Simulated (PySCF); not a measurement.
F₆Ir (SMILES [F][Ir]([F])([F])([F])([F])[F]), quartet, at a GFN2-xTB geometry (such geometries of metal compounds can be far from the true shape) (core potentials on Ir). Base run: PySCF with PBE/def2-SV(P).

Input for PySCF:
```python
from pyscf import gto, scf, dft

mol = gto.Mole()
mol.atom = '''
    Ir   -0.000000   -0.000000   -0.000000
    F     1.124830   -0.445007   -1.403111
    F    -1.124830    0.445007    1.403111
    F    -1.162074    0.815443   -1.190222
    F    -0.903512   -1.602815   -0.215973
    F     0.903512    1.602815    0.215973
    F     1.162074   -0.815443    1.190222
'''
mol.basis = 'def2-sv(p)'
mol.ecp = {'Ir': 'def2-sv(p)'}
mol.charge = 0
mol.spin = 3
mol.verbose = 4
mol.build()

mf = dft.UKS(mol)
mf.xc = 'pbe'
mf.kernel()
mf.analyze()
```

The base run was repeated with changes; each row names its change, and settings that it needs were set with it.

```
change                                           ΔE vs base (mEh)  fitting functions        outcome
-----------------------------------------------  ----------------  -----------------  -------------
base                                                        0.000                  -      converged
auxbasis = even-tempered beta=1.6                          -0.013               1298      converged
auxbasis = cc-pvqz-jkfit                                        -                  -  input refused
auxbasis = def2-svp-ri                                          -                  -  input refused
auxbasis = default (with mf = mf.density_fit())            -0.210                383      converged
auxbasis = cc-pvdz-jkfit                                        -                  -  input refused
auxbasis = def2-universal-jkfit                            -0.125                689      converged
auxbasis = autoaux                                         -0.142                863      converged
auxbasis = even-tempered beta=3.0                         -27.259                611      converged
auxbasis = even-tempered beta=2.0                          -0.694                886      converged
```

A fitting set is made for a task (jfit for Coulomb, jkfit for Coulomb and exchange, ri for correlation) and for a family of orbital bases.

Open shells are given as the SCF converged; they aren't shown to be the lowest states, and a large step between rows can be another state.

- auxbasis = cc-pvqz-jkfit: ended with `pyscf.lib.exceptions.BasisNotFoundError: Basis set not found for Ir in cc-pvqz-jkfit`
- auxbasis = def2-svp-ri: ended with `pyscf.lib.exceptions.BasisNotFoundError: Basis set not found for Ir in def2-svp-ri`
- auxbasis = cc-pvdz-jkfit: ended with `pyscf.lib.exceptions.BasisNotFoundError: Basis set not found for Ir in cc-pvdz-jkfit`
